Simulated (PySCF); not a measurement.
S4, SMILES S=S(=S)=S.

Geometry: ωB97X-D3(BJ)/def2-SVP.

Two levels are set side by side: TDDFT-PBE/def2-SVPD (PySCF) and ADC(2)/aug-cc-pVDZ (PySCF). Vertical, same geometry; the bases differ. Differences are taken from unrounded values.

```
quantity                        TDDFT-PBE
------------------------------  ---------
lowest singlet excitation (eV)       1.51
```

Question: These are the TDDFT-PBE values. What does ADC(2) give? (An estimate is asked for; the answer gives what the named calculation found.)

Answer: 
```json
[
 {"quantity": "lowest singlet excitation (eV)", "ADC(2)": "1.71", "TDDFT-PBE minus ADC(2)": "-0.20"}
]
```

A lower first singlet is the usual sign of a functional without exact exchange. Differences between two approximate levels are no errors against the true value.

Rough cost on one machine, each run with all the roots and properties that it gave: ADC(2) against TDDFT-PBE about 30 times.
